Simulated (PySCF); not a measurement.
This PySCF input asks for the NMR shieldings of SMILES ClB[C@@H]1C=CCOC=C1, C₆H₈BClO; the geometry comes from GFN2-xTB.

```python
import basis_set_exchange as bse
import numpy as np
from pyscf import gto, dft
from pyscf.prop import nmr

atoms = """
Cl   -2.293424   -2.869890    0.233390
B    -2.189116   -1.267517   -0.294717
C    -0.795187   -0.505022   -0.308449
C     0.246803   -1.038491    0.645026
C     1.487876   -0.579172    0.680295
C     1.950312    0.523040   -0.226743
O     1.370565    1.781403    0.092758
C     0.023108    1.900225    0.032450
C    -0.935520    0.999759   -0.152513
H    -3.165027   -0.754086   -0.697782
H    -0.409836   -0.683415   -1.329983
H    -0.060633   -1.818938    1.326842
H     2.199108   -0.960723    1.397546
H     1.722695    0.279224   -1.275376
H     3.025634    0.686539   -0.131864
H    -0.238519    2.942143    0.170955
H    -1.945837    1.376952   -0.171745
"""
names = dict.fromkeys(["Cl", "B", "C", "O", "H"], "pcSseg-1")
basis = {el: gto.basis.parse(bse.get_basis(n, elements=[el], fmt="nwchem")) for el, n in names.items()}
mol = gto.M(atom=atoms, basis=basis, charge=0, verbose=0)
mf = dft.RKS(mol, xc="PBE0")
mf.grids.level = 2
mf.grids.alignment = dft.numint.BLKSIZE   # the property module wants whole blocks of grid points
mf.conv_tol = 1e-9
mf.kernel()

calc = nmr.RKS(mf)   # GIAO
C = mf.mo_coeff
Co = C[:, mf.mo_occ > 0]
resp = mf.gen_response(singlet=True, hermi=2)
def vind(x):   # induced exchange potential for any number of trial vectors
    d = np.einsum("pi,xij,qj->xpq", C, 2 * x.reshape(-1, C.shape[1], Co.shape[1]), Co, optimize=True)
    return np.einsum("xpq,pi,qj->xij", resp(d - d.transpose(0, 2, 1)), C, Co, optimize=True).ravel()
mo1, _ = nmr.rhf.solve_mo1(calc, with_cphf=vind)
sigma = calc.kernel(mo1)
for i, s in enumerate(sigma):   # ppm
    print("%2d %-2s %9.2f" % (i, mol.atom_pure_symbol(i), np.trace(s) / 3))
```

Task: What does it print?

Result: 
```
 0 Cl    651.47
 1 B      25.98
 2 C     147.53
 3 C      36.14
 4 C      54.25
 5 C     120.51
 6 O     217.95
 7 C      32.78
 8 C      83.97
 9 H      24.72
10 H      27.82
11 H      24.62
12 H      25.43
13 H      26.30
14 H      27.40
15 H      25.53
16 H      26.92
```

These numbers come from an equivalent density-fitted implementation of the same equations, which agrees with the script to about 0.01 ppm for H and up to a few tenths of a ppm for heavy atoms, so last digits may differ.

Size and cost of the density-fitted run: 200 basis functions, 40 s wall time on 1 thread of an Arm Neoverse V2, shared host; peak memory 0.89 GiB.
